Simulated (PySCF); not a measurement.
Vibration and rotation of GeBr

PBE0 constants of GeBr, ²Π (doublet), unpaired electrons π ↑ (basis Ge cc-pVTZ-PP with ECP10, Br cc-pVTZ-PP with ECP10; scalar-relativistic core potentials; PySCF 2.14; masses 73.9212 and 78.9183 u):

* ωe: 293.4 cm⁻¹
* ωexe: 0.71 cm⁻¹
* Be: 0.081502 cm⁻¹
* αe: 0.000292 cm⁻¹
* De to Ge + Br: 3.65 eV

Question: What force constant and bond length do these constants imply?

Answer: Reduced mass μred = 38.169 u; k = 5.8918×10⁻⁷·μred·ωe² (u, cm⁻¹, mdyn/Å) = 1.94 mdyn/Å; Re = √(16.8576/(μred·Be)) (u, cm⁻¹, Å) = 2.328 Å.

Question: Estimate the centrifugal constant D from the Kratzer relation and find the Dunham coefficient a1.

Answer: D = 4Be³/ωe² = 2.52e-08 cm⁻¹; a1 = −1 − αeωe/(6Be²) = -3.15.

Spin–orbit coupling is left out. The state was picked by a PBE0 search and need not be the measured ground state.
